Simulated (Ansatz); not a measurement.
Ansatz results at the PBE0-D4/def2-TZVP geometry: HOMO energy (ωB97M-V/def2-TZVPP) -9.55 eV; LUMO energy (ωB97M-V/def2-TZVPP) 0.43 eV; size of the dipole moment (ωB97M-V/def2-TZVPP) 3.46 D.

Each molecule was computed in one conformer, which needn't be the lowest.

Problem. Which molecule gave them?
A. `CC(C)[NH][Ti]([Cl])([Cl])[NH]C(C)C`
B. `[OH][Ti]([OH])([SeH])[SeH]`
C. `[NH2][Ti]([OH])([F])[F]`
D. `C[O][Ti]([F])([Cl])[NH]C(C)(C)C`

Solution. D. The others give `[NH2][Ti]([OH])([F])[F]`: -10.46, 0.42, 2.59; `[OH][Ti]([OH])([SeH])[SeH]`: -8.79, -0.21, 2.81; `CC(C)[NH][Ti]([Cl])([Cl])[NH]C(C)C`: -9.51, 0.08, 4.37.
